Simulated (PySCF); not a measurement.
## Assigning NMR signals

Molfile (atoms numbered from 1):
```
C4H10BNO
     RDKit          3D

 17 16  0  0  0  0  0  0  0  0999 V2000
    1.6089    1.1079    0.6014 C   0  0  0  0  0  0  0  0  0  0  0  0
    0.6215   -0.0241    0.1030 B   0  0  0  0  0  0  0  0  0  0  0  0
    1.1433   -1.4690   -0.2517 C   0  0  0  0  0  0  0  0  0  0  0  0
   -0.7888    0.2309   -0.0558 N   0  0  0  0  0  0  0  0  0  0  0  0
   -1.7129   -0.8002   -0.5048 C   0  0  0  0  0  0  0  0  0  0  0  0
   -1.3465    1.4757    0.1912 C   0  0  0  0  0  0  0  0  0  0  0  0
   -2.5137    1.7487    0.0683 O   0  0  0  0  0  0  0  0  0  0  0  0
    1.7614    1.8585   -0.1951 H   0  0  0  0  0  0  0  0  0  0  0  0
    2.5988    0.6956    0.8427 H   0  0  0  0  0  0  0  0  0  0  0  0
    1.2516    1.6621    1.4833 H   0  0  0  0  0  0  0  0  0  0  0  0
    2.2353   -1.5635   -0.1759 H   0  0  0  0  0  0  0  0  0  0  0  0
    0.6951   -2.2137    0.4306 H   0  0  0  0  0  0  0  0  0  0  0  0
    0.8387   -1.7781   -1.2659 H   0  0  0  0  0  0  0  0  0  0  0  0
   -1.4845   -1.1151   -1.5339 H   0  0  0  0  0  0  0  0  0  0  0  0
   -2.7309   -0.3929   -0.4777 H   0  0  0  0  0  0  0  0  0  0  0  0
   -1.6592   -1.6844    0.1458 H   0  0  0  0  0  0  0  0  0  0  0  0
   -0.5954    2.2225    0.5199 H   0  0  0  0  0  0  0  0  0  0  0  0
  1  2  1  0
  2  3  1  0
  2  4  1  0
  4  5  1  0
  4  6  1  0
  6  7  2  0
  1  8  1  0
  1  9  1  0
  1 10  1  0
  3 11  1  0
  3 12  1  0
  3 13  1  0
  5 14  1  0
  5 15  1  0
  5 16  1  0
  6 17  1  0
M  END
```

PySCF 2.14.0 with density-fitted response routines calculation with shieldings: GIAO HF/pcSseg-1, PBE0-D3(BJ)/def2-SVP structure and couplings computed with B3LYP/pcJ-1 (spin–dipole term only in couplings to heteroatoms); one conformer, relativity neglected, gas phase, rapidly exchanging positions averaged.

Referencing at the same level of theory: ¹³C (σ = 190.85 ppm) and ¹H (σ = 31.69 ppm) vs TMS.

Task: Assign these signals to the numbered atoms. ¹³C{¹H} NMR (computed): δ 173.3 (CH), 25.7 (CH3), 6.9 (CH3).

Result: 
| δ (ppm) | atoms | environment | reason |
| --- | --- | --- | --- |
| 173.3 | C6 | amide carbonyl carbon | lone-pair donation from the attached heteroatom keeps it upfield of a ketone carbonyl |
| 25.7 | C5 | methyl carbon bonded to N | the inductive effect lowers its shielding |
| 6.9 | C1/C3 | methyl carbon bonded to B | – |

Task: Assign these signals to the numbered atoms. ¹H NMR (300 MHz, computed): δ 8.33 (s, 1H), 2.95 (s, 3H), 0.75 (s, 6H).

Result: 
```tsv
δ (ppm)	atoms	environment	reason
8.33	H17	hydrogen on an amide carbonyl carbon	–
2.95	H14/H15/H16	hydrogen on a methyl carbon bonded to N	its carbon carries N, an electronegative neighbour
0.75	H8/H9/H10/H11/H12/H13	hydrogen on a methyl carbon bonded to B	–
```

A carbon bonded to boron is broadened by the quadrupolar boron nucleus and is often missing from a measured spectrum. Shifts are as computed. Against solution values, carbons near 30 ppm lie about -0 ppm off and those near 130 ppm about +7 ppm. Of 1211 compounds with measured shifts, 218 miss one by over three times the rms of a fit or turn the order of signals round; such compounds aren't used in these exercises.
